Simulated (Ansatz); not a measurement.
The cluster CrO3⁺, 4 atoms. Hardware: 2 threads of Arm Neoverse V1 on a shared host.

The 6-31G sets use Cartesian d functions. Correlated methods freeze 8 core orbitals; core or outer-core shells of Cr are correlated, in sets that lack core-valence functions.

(1) How many basis functions does each of these Ansatz runs have, and roughly what does it cost? PBE0-D4/def2-TZVP, charge 0 triplet at the geometry of the charge 1 doublet, energy; r2SCANh-D4/def2-TZVP, charge 1 doublet, energy, from earlier orbitals; r2SCAN-D4/def2-TZVP, charge 1 quartet, relaxation, 6 steps; HF/STO-3G, charge 1 sextet, energy; B3LYP-D4/6-31G, charge 1 doublet, energy; LC-ωPBE/def2-TZVP, charge 1 doublet, energy, from earlier orbitals; MP2/def2-TZVP, charge 1 doublet, energy, from earlier orbitals; r2SCAN-D4/def2-TZVP, charge 1 doublet, relaxation, 14 steps; r2SCAN-D4/def2-TZVP, charge 1 doublet, energy, from earlier orbitals; PBE0-D4/def2-SVP, charge 0 singlet at the geometry of the charge 1 doublet, energy with a search over starts; PBE-D4/def2-TZVP, charge 1 quartet, energy, from earlier orbitals; CCSD(T)/def2-TZVPP, charge 1 doublet, energy, from earlier orbitals.

Answers

(1) Other jobs shared the machine, so times can vary by a factor of up to 3. A dash marks memory too small to be measured apart from the calling script's.

```
                                                                                                         run  functions  fitting or Cholesky vectors  wall time  peak host memory (GiB)
                                                                          HF/STO-3G, charge 1 sextet, energy         33                          466      1.2 s                       –
PBE0-D4/def2-SVP, charge 0 singlet at the geometry of the charge 1 doublet, energy with a search over starts         73                          744      2.4 s                       –
                                                                    B3LYP-D4/6-31G, charge 1 doublet, energy         56                          507      3.4 s                       –
                                           PBE-D4/def2-TZVP, charge 1 quartet, energy, from earlier orbitals        138                          882      4.2 s                       –
                                              MP2/def2-TZVP, charge 1 doublet, energy, from earlier orbitals        138                         1045        7 s                       –
                                          LC-ωPBE/def2-TZVP, charge 1 doublet, energy, from earlier orbitals        138                          882      9.5 s                       –
                                        r2SCAN-D4/def2-TZVP, charge 1 doublet, energy, from earlier orbitals        138                          882      9.5 s                       –
                         PBE0-D4/def2-TZVP, charge 0 triplet at the geometry of the charge 1 doublet, energy        138                          942       10 s                       –
                                       r2SCANh-D4/def2-TZVP, charge 1 doublet, energy, from earlier orbitals        138                          894       11 s                       –
                                                  r2SCAN-D4/def2-TZVP, charge 1 quartet, relaxation, 6 steps        138                          882       35 s                       –
                                                 r2SCAN-D4/def2-TZVP, charge 1 doublet, relaxation, 14 steps        138                          882       85 s                       –
                                         CCSD(T)/def2-TZVPP, charge 1 doublet, energy, from earlier orbitals        157                         1081    5.7 min                     3.3
```
